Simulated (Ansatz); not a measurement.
One change: `C=[CH][GeH3]` becomes `C=CI`.

Ansatz, PBE0-D4/def2-TZVP geometries, multiplicity 1. 

Elements past krypton have def2 core potentials. Scalar relativity is left out up to krypton.

| property | `C=[CH][GeH3]` |
| --- | --- |
| LUMO energy (PBE0/def2-TZVPP) / eV | -0.30 |
| zero-point energy (PBE0-D4/def2-TZVP) / kJ/mol | 171.2 |
| HOMO–LUMO gap (B3LYP/def2-TZVPP) / eV | 7.18 |
| HOMO energy (PBE0/def2-TZVPP) / eV | -7.94 |
| HOMO–LUMO gap (ωB97M-V/def2-TZVPP) / eV | 11.99 |
| ideal-gas entropy at 298 K and 1 bar (rigid rotor, harmonic PBE0-D4/def2-TZVP) / J/(mol·K) | 300 |

(1) Give the same properties after the change, and the shifts. (Estimate.)

## Answers

(1) Ansatz gave: 
| property | `C=CI` | shift |
| --- | --- | --- |
| LUMO energy (PBE0/def2-TZVPP) / eV | -0.61 | -0.31 |
| zero-point energy (PBE0-D4/def2-TZVP) / kJ/mol | 109.6 | -61.6 |
| HOMO–LUMO gap (B3LYP/def2-TZVPP) / eV | 5.99 | -1.19 |
| HOMO energy (PBE0/def2-TZVPP) / eV | -7.09 | 0.85 |
| HOMO–LUMO gap (ωB97M-V/def2-TZVPP) / eV | 10.54 | -1.45 |
| ideal-gas entropy at 298 K and 1 bar (rigid rotor, harmonic PBE0-D4/def2-TZVP) / J/(mol·K) | 283 | -17 |

With PBE0 the HOMO rises by 0.85 eV and the LUMO falls by 0.31 eV, so the gap narrows by about 1.16 eV. PBE moves the HOMO by 0.80 eV and ωB97M-V by 0.99 eV. The zero-point energy changes by -61.6 kJ/mol with -9 modes.

B3LYP here is the variant with VWN-RPA as its local correlation; programs differ in this.

Spin–orbit coupling is left out; it splits and shifts lone-pair levels of the heavy atoms by tenths of an eV.
